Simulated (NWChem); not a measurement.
Molecule: CH5AlFNO; SMILES C[NH][Al]([OH])[F]

Computed with NWChem. Pople sets run with spherical d functions. Each level has its own optimisation; frequencies are unscaled. One conformer.

```json
[
 {"level": "B3LYP/3-21G", "r Al–F (Å)": "1.671", "r Al–N (Å)": "1.768", "r Al–O (Å)": "1.689", "r C–N (Å)": "1.480", "highest harmonic frequency (cm⁻¹)": "3755", "lowest (cm⁻¹)": "100", "zero-point energy (kcal/mol)": "44.2", "dipole (D)": "1.03"},
 {"level": "B3LYP/6-31G*", "r Al–F (Å)": "1.659", "r Al–N (Å)": "1.767", "r Al–O (Å)": "1.707", "r C–N (Å)": "1.460", "highest harmonic frequency (cm⁻¹)": "3850", "lowest (cm⁻¹)": "117", "zero-point energy (kcal/mol)": "44.5", "dipole (D)": "0.59"},
 {"level": "PBE0/def2-SVP", "r Al–F (Å)": "1.664", "r Al–N (Å)": "1.759", "r Al–O (Å)": "1.693", "r C–N (Å)": "1.445", "highest harmonic frequency (cm⁻¹)": "4004", "lowest (cm⁻¹)": "112", "zero-point energy (kcal/mol)": "44.5", "dipole (D)": "0.76"}
]
```
